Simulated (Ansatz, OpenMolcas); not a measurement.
**CH7FSi2 (SMILES F[SiH2]C[SiH3]): methods side by side**

CH7FSi2 has 11 atoms, charge 0, and is taken as a singlet. As SMILES, `F[SiH2]C[SiH3]`. The shape is that of a PBE0-D4/def2-TZVP optimisation. This is one conformer, not always the lowest.

```csv
atom,x (Å),y (Å),z (Å)
F,-1.6291,1.6674,0.2020
Si,-0.0692,1.4984,0.5344
C,0.3492,-0.3059,0.6055
Si,-0.1572,-1.3069,-0.8997
H,0.6940,2.1729,-0.5450
H,0.1757,2.1775,1.8314
H,1.4371,-0.3852,0.7226
H,-0.1013,-0.7511,1.4989
H,-1.6364,-1.3884,-0.9957
H,0.3699,-0.6657,-2.1341
H,0.3926,-2.6860,-0.8122
```

Quantity: the energy change with the Si2–C3 bond stretched from 1.854 to 4.078 Å, in eV. The values are calculated.

| level | kind | program | value (eV) | CPU time (all runs) |
| --- | --- | --- | --- | --- |
| HF/6-31G* (spherical functions) (restricted) | Hartree–Fock | Ansatz | 6.41 | 4.8 s |
| BLYP/6-31G* (spherical functions) (restricted) | GGA | Ansatz | 4.33 | 14 s |
| PBE/6-31G* (spherical functions) (restricted) | GGA | Ansatz | 4.63 | 14 s |
| BHLYP/6-31G* (spherical functions) (restricted) | global hybrid | OpenMolcas | 5.73 | 50 s |
| PBE0/6-31G* (spherical functions) (restricted) | global hybrid | Ansatz | 5.33 | 17 s |
| wB97X/6-31G* (spherical functions) (restricted) | range-separated hybrid | Ansatz | 6.00 | 59 s |
| PBE-QIDH/6-31G* (spherical functions) (restricted) | double hybrid | Ansatz | 5.61 | 27 s |
| MP2/6-31G* (spherical functions) (restricted) | perturbation theory | OpenMolcas | 5.23 | 9.9 s |

The first shape isn't each level's own minimum. The values span 4.33 to 6.41 eV. CPU times are rough (shared hosts, several kinds of processor): they show what a rung costs within a factor of a few.
